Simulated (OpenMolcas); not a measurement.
An atom or ion with 61 electrons was computed by MS-CASPT2, IPEA 0.25 Eh, imaginary shift 0.1 Eh with spin-orbit coupling (OpenMolcas, ANO-RCC-VQZP, DKH2). The lowest levels that the run gave, each within 12 % of the measured value where one is at hand:

```
   J  Parity  E (eV)       g
 5/2     odd  0.0000   0.297
 7/2     odd  0.1109   0.830
 9/2     odd  0.2404   1.071
11/2     odd   0.382   1.201
13/2     odd   0.531   1.279
15/2     odd   0.684   1.328
 1/2     odd   0.712  -0.650
 3/2     odd   0.735   1.054
 5/2     odd   0.785   1.301
 7/2     odd   0.877   1.388
 9/2     odd   1.006   1.430
11/2     odd   1.159   1.452
```

Question: Which ion is it, and what are the configurations and terms?

Answer: neutral promethium (Z = 61, neutral; active space 5 electrons in 7 orbitals (4f)). J, parity and g give the terms where levels are pure, and mixed ones are named by the computed weights; the size of the splittings, set against known spectra of the 61-electron sequence, gives the charge. In order, with the measured energies in eV (NIST Handbook of Basic Atomic Spectroscopic Data): 4f⁵ 6s² ⁶H°_5/2, 4f⁵ 6s² ⁶H°_7/2 (0.0997), 4f⁵ 6s² ⁶H°_9/2 (0.2168), 4f⁵ 6s² ⁶H°_11/2 (0.3468), 4f⁵ 6s² ⁶H°_13/2 (0.4859), 4f⁵ 6s² ⁶H°_15/2 (0.6311), 4f⁵ 6s² ⁶F°_1/2, 4f⁵ 6s² ⁶F°_3/2, 4f⁵ 6s² ⁶F°_5/2, 4f⁵ 6s² ⁶F°_7/2, 4f⁵ 6s² ⁶F°_9/2, 4f⁵ 6s² ⁶F°_11/2.

Term energies are means over components that CASPT2 splits; among the terms shown or strongly mixed into the levels shown the widest spread is 440 cm-1 (4f⁵ 6s² ⁶H°). Blocks of more than 70 roots (2S+1 = 4 odd, 2 odd) ran without multistate coupling. High states are left out of the spin-orbit mixing, which shifts the levels that they would mix with. With the s shell closed, the reference lacks s² → p² mixing. Computed and measured levels are paired by configuration, term and J; levels that our copy of the source lacks, or whose pairing is in doubt (as where it misses far off the trend of its configuration), stay unpaired and out of the deviations. Only configurations of the active space appear.

° marks odd parity.
